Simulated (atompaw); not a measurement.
# Cutoff test, Pd, PAW (atompaw)

- Element: Pd (Z = 46)
- Generator: atompaw 4.2.0.5
- Type: PAW
- Functional: PBEsol
- Relativity: scalar-relativistic
- Frozen core: [Kr]
- Valence charge: 10
- Reference configuration: 4d9 5s0 5p0 (charge +1)
- Partial waves: 5s (bound, empty): rc 3.00 bohr; 5s channel at 0.15 Ry: rc 1.95 bohr; 5p (bound, empty): rc 3.00 bohr; 5p channel at 0.05 Ry: rc 3.00 bohr; 4d (bound): rc 3.00 bohr; 4d channel at 3.3 Ry: rc 1.65 bohr
- Local potential: ultrasoft scheme with l = 3 at -0.5 Ry, radius 2.85 bohr
- Core correction: smooth core density matched at 2.10 bohr
- Augmentation charge: besselshape compensation charge, radius 2.95 bohr; PAW radius 3.00 bohr; waves and projectors: custom rrkj vanderbiltortho

The pseudo-atom Hamiltonian at the reference potential is diagonalised in spherical Bessel functions j_l(qr) that vanish at 20 bohr, with q² up to the cutoff. All-electron valence levels (Ry): 5s -0.8082, 5p -0.4506, 4d -1.0744.

How do the lowest levels (Ry) of each channel move with the cutoff, and are there ghosts?

| cutoff (Ry) | s #1 | p #1 | p #2 | d #1 | f #1 | Σ f·Δε (mRy) |
| --- | --- | --- | --- | --- | --- | --- |
| 8 | -0.8082 | -0.4506 | -0.1357 | -1.0656 | -0.0475 | 79.6 |
| 10 | -0.8082 | -0.4506 | -0.1357 | -1.0732 | -0.0475 | 10.8 |
| 12 | -0.8082 | -0.4506 | -0.1357 | -1.0742 | -0.0475 | 1.7 |
| 15 | -0.8082 | -0.4506 | -0.1357 | -1.0742 | -0.0475 | 1.5 |
| 18 | -0.8082 | -0.4506 | -0.1357 | -1.0744 | -0.0475 | 0.4 |
| 21 | -0.8082 | -0.4506 | -0.1357 | -1.0744 | -0.0475 | 0.2 |
| 25 | -0.8082 | -0.4506 | -0.1357 | -1.0744 | -0.0475 | 0.1 |
| 400 | -0.8082 | -0.4506 | -0.1357 | -1.0744 | -0.0475 | 0.0 |

Result: no extra level below or beside the all-electron valence levels (s, p, d, f tested); 10 mRy is reached at 12 Ry and 1 mRy at 18 Ry.
